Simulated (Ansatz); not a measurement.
A structure relaxed at PBE0-D4/def2-TZVP, charge 0, multiplicity 1:

| atom | x (Å) | y (Å) | z (Å) |
| --- | --- | --- | --- |
| F1 | 0.194 | -1.728 | 1.580 |
| C2 | 0.295 | -0.399 | 1.662 |
| F3 | -0.286 | -0.005 | 2.793 |
| F4 | 1.591 | -0.086 | 1.727 |
| Ge5 | -0.557 | 0.470 | 0.064 |
| F6 | -2.223 | 0.080 | 0.060 |
| F7 | -0.439 | 2.168 | 0.245 |
| C8 | 0.216 | -0.033 | -1.721 |
| F9 | 1.512 | 0.287 | -1.775 |
| F10 | 0.107 | -1.348 | -1.922 |
| F11 | -0.410 | 0.594 | -2.713 |

Q: Give its formula and SMILES.

A: C2F8Ge, `F[C](F)(F)[Ge]([F])([F])[C](F)(F)F`.

Q: Point group (tolerance 0.08 Å, 0.16 Å for H)?

A: C2v.

Q: Summarise the bond lengths by kind.

A: 6 × C–F 1.330 to 1.335 Å; 2 × C–Ge 2.009 Å; 2 × F–Ge 1.712 Å.

All numbers were calculated with Ansatz.
